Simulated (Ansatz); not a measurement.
```yaml
crystal:
  periodic: [false, false, false]
  atoms:
    - {symbol: C, position_ang: [-0.039754, 0.509975, -1.632099]}
    - {symbol: O, position_ang: [0.194524, 0.268279, -0.265428]}
    - {symbol: Si, position_ang: [-0.650007, -0.865998, 0.604230]}
    - {symbol: N, position_ang: [0.126860, -0.617412, 2.101208]}
    - {symbol: H, position_ang: [-0.333492, 1.553216, -1.775211]}
    - {symbol: H, position_ang: [-0.832710, -0.132463, -2.035414]}
    - {symbol: H, position_ang: [0.876383, 0.326266, -2.199606]}
    - {symbol: H, position_ang: [-0.116784, -1.142713, 2.924571]}
    - {symbol: H, position_ang: [0.863479, 0.054350, 2.260648]}
basis:
  gaussian: {orbitals: def2-SVPD}
total_charge: -1
magnetization: {spin_polarized: true, initial_magnetization: 1}
hamiltonian: {xc: {name: PBE1PBE}}
scf: {lower_state_search: light}
output: {forces: true}
```

```sh
$ ansatz run in.yaml --threads 4 --pin off --events-out ev --progress --plain --max-ram 10444MiB
```

(1) How does Ansatz answer? (Best estimate.)

Results:

(1) Computed: The input was rejected before any iteration.
```
Error: YAML parse error: error: line 17 column 19: hamiltonian.xc: no functional is named "PBE1PBE"; the names, which are not case-sensitive, are SVWN5, SPW92, PBE, PBE0, PBEsol, revPBE, revPBE0, RPBE, rPW86-PBE, HSE06, wPBEh, LC-wPBE, HISS, HF, BLYP, B3LYP, B3LYP5, BHLYP, CAM-B3LYP, r2SCAN, r2SCANh, r2SCAN0, r2SCAN50, m-r2SCAN, B97, wB97, wB97X, wB97X-V, B97M-V, wB97M-V, B2PLYP, B2GP-PLYP, PBE0-DH, PBE-QIDH
15 | total_charge: -1
16 | magnetization: {spin_polarized: true, initial_magnetization: 1}
17 | hamiltonian: {xc: {name: PBE1PBE}}
18 | scf: {lower_state_search: light}
19 | output: {forces: true}
```

HSE06 is defined as in plane-wave codes.
